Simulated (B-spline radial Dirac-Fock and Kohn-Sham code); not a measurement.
Level of theory: Dirac-Fock orbitals of the configuration average with a finite nucleus; a B-spline atomic structure program.

**Question.** This computed X-ray form factor belongs to an atom or ion in its tabulated ground configuration. Which?

```
sin θ/λ (Å⁻¹)     f₀
         0.15  2.997
          0.2  2.994
         0.25  2.991
          0.4  2.978
            1  2.866
          1.6  2.683
            2  2.540
          2.5  2.353
            6  1.492
```

**Answer.** In⁴⁶⁺, with 3 electrons in [He] 2s1. f₀ tends to the number of electrons as s goes to zero, which the first rows give only roughly, and the rate of fall reflects the nuclear charge, 49.
